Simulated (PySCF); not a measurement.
Vertical excitations of a molecule C2H9NOSi2 from TDA-PBE/def2-SVPD (PySCF), as energy in eV (oscillator strength): 4.13 (0.007), 4.40 (0.008), 5.06 (0.001), 5.29 (0.019), 5.34 (0.021), 5.65 (0.009). Lowest triplet (TDA): 3.88 eV. Coordinates come from a ωB97X-D3(BJ)/def2-SVP optimisation. One conformer was computed; it need not be the lowest.

Which molecule gave these data?
(A) C[Si@@H]1CO[SiH2]N1
(B) [SiH3]C/N=C/O[SiH3]
(C) C[SiH2]/N=C/O[SiH3]
(D) CN1C[Si@@H](O)[SiH2]1

D, CN1C[Si@@H](O)[SiH2]1
